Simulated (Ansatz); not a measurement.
Harmonic frequencies (cm⁻¹) at PBE0-D4/def2-TZVP from Ansatz: 366, 433, 716, 878, 923, 1367, 1849, 3167, 3252.

Problem. Which molecule is it?
A. `C=C=S`
B. `F[SiH]1BO1`
C. `C#CS`
D. `FC(S)[TeH]`

Solution. A.
